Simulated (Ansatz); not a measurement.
```yaml
crystal:
  periodic: [false, false, false]
  atoms:
    - {symbol: B, position_ang: [-0.255683, 0.742537, -0.630630]}
    - {symbol: N, position_ang: [1.214281, 0.298726, -0.358026]}
    - {symbol: C, position_ang: [0.561526, -0.422217, 0.534206]}
    - {symbol: Te, position_ang: [-1.232227, -1.204313, -0.104634]}
    - {symbol: H, position_ang: [-0.667330, 1.743010, -1.093297]}
    - {symbol: H, position_ang: [0.904297, -0.954751, 1.363334]}
basis:
  gaussian: {orbitals: def2-TZVP, nuclear_model: gaussian}
hamiltonian: {xc: {name: CAM-B3LYP}, dispersion: d3bj}
scf: {lower_state_search: off}
relax: {f_tol: 0.001, max_steps: 2}
output: {forces: true}
```

```sh
$ ansatz run in.yaml --threads 2 --pin off --events-out ev --progress --plain --max-ram 4352MiB
```

Shortened log:

```
Functional definition: CAM-B3LYP
1008 factors; their error is unknown
297 factors; integrals over basis functions are off by at most 2.2e-5 eV
mean field evaluation 1: about -10517.2115 eV, gradient 6.2e1 eV
mean field evaluation 2: about -10489.4214 eV, gradient 1.2e2 eV
mean field evaluation 4: about -10525.9736 eV, gradient 9.6e0 eV
mean field evaluation 8: about -10526.1786 eV, gradient 1.5e-1 eV
mean field evaluation 16: about -10526.2560 eV, gradient 7.4e-4 eV
mean field -10526.25599327 eV, -386.8327728000 hartree, gradient 7.4e-6 eV, S^2 0.000000; 0 other end points of the search recorded, 0 dependent functions left out
reference -10526.25610246 eV, -386.8327768127 hartree; 22, 22 occupied and 133, 133 virtual orbitals, 1008 factors
relax step   1: F+E_penalty+E_count = -10526.37969942 eV  Δ(F+E_penalty+E_count) = +0.000e0 eV  max|allowed force component| = 3.823e0 eV/Å  Δτ_max = 0.0000 Å  (22 SCF iters, accepted)
1008 factors; their error is unknown
297 factors; integrals over basis functions are off by at most 2.4e-5 eV
mean field evaluation 32: about -10526.6155 eV, gradient 6.2e-3 eV
mean field -10526.61548542 eV, -386.8459838930 hartree, gradient 1.9e-6 eV, S^2 0.000000; 0 other end points of the search recorded, 0 dependent functions left out
reference -10526.61559391 eV, -386.8459878800 hartree; 22, 22 occupied and 133, 133 virtual orbitals, 1008 factors
relax step   2: F+E_penalty+E_count = -10526.73945857 eV  Δ(F+E_penalty+E_count) = -3.598e-1 eV  max|allowed force component| = 3.924e0 eV/Å  Δτ_max = 0.1960 Å  (30 SCF iters, accepted)
Error: geometry relaxation did not converge after 2 steps: max|allowed force component| = 3.92e0 eV/Å (threshold 1.0e-3). Raise `relax.max_steps` over both its present limit and 2, loosen `relax.f_tol`, or start from a geometry closer to equilibrium. Where this run's directory can be resumed (`checkpoint.write`), a resume goes on for up to `relax.max_steps` more
```

**Question.** What is wrong with this run?

**Answer.** The relaxation is allowed too few steps for its threshold. The calculation stopped without meeting its thresholds.
